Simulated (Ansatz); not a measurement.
Start from `CC[Se]C` and change one atom or group to get `C[Se]CN`.

Ansatz, PBE0-D4/def2-TZVP geometries, multiplicity 1. Each molecule was computed in one conformer, which needn't be the lowest.

Scalar relativity is left out up to krypton.

```
                                        property  `CC[Se]C`
size of the dipole moment (B3LYP/def2-TZVPP) / D       1.54
            HOMO–LUMO gap (PBE0/def2-TZVPP) / eV       6.34
           HOMO energy (ωB97M-V/def2-TZVPP) / eV      -8.16
               HOMO energy (PBE/def2-TZVPP) / eV      -4.81
           HOMO–LUMO gap (B3LYP/def2-TZVPP) / eV       5.85
              LUMO energy (PBE0/def2-TZVPP) / eV       0.39
```

**Question.** What does the change do to each property? (An estimate is asked.)

**Answer.** The calculation gave: 
```tsv
property	`C[Se]CN`	shift
size of the dipole moment (B3LYP/def2-TZVPP) / D	1.48	-0.06
HOMO–LUMO gap (PBE0/def2-TZVPP) / eV	6.47	0.13
HOMO energy (ωB97M-V/def2-TZVPP) / eV	-8.26	-0.10
HOMO energy (PBE/def2-TZVPP) / eV	-4.87	-0.06
HOMO–LUMO gap (B3LYP/def2-TZVPP) / eV	5.98	0.13
LUMO energy (PBE0/def2-TZVPP) / eV	0.43	0.04
```

Dipoles are sizes alone; their direction can turn.

B3LYP here is the variant with VWN-RPA as its local correlation; programs differ in this.

Spin–orbit coupling is left out; it splits and shifts lone-pair levels of the heavy atoms by tenths of an eV.
